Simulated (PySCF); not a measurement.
PbBr, SMILES [Br][Pb] (connectivity only; charge and spin as stated), neutral, multiplicity 2.

Coordinates come from a PBE0-D3(BJ)/def2-TZVP optimisation. The multiplicity is an assumed one; other spin states were not compared. The def2 effective core potentials stand for the cores of Pb; spin–orbit coupling is left out.

All values below come from PySCF 2.14.0 with PBE0-D3(BJ)/def2-TZVP.

Frequencies are harmonic and unscaled.

```
mode  ν (cm⁻¹)  IR (km/mol)  moving atoms (share of kinetic energy)
----  --------  -----------  --------------------------------------
1          211         27.6                        Br 72 %, Pb 28 %
```
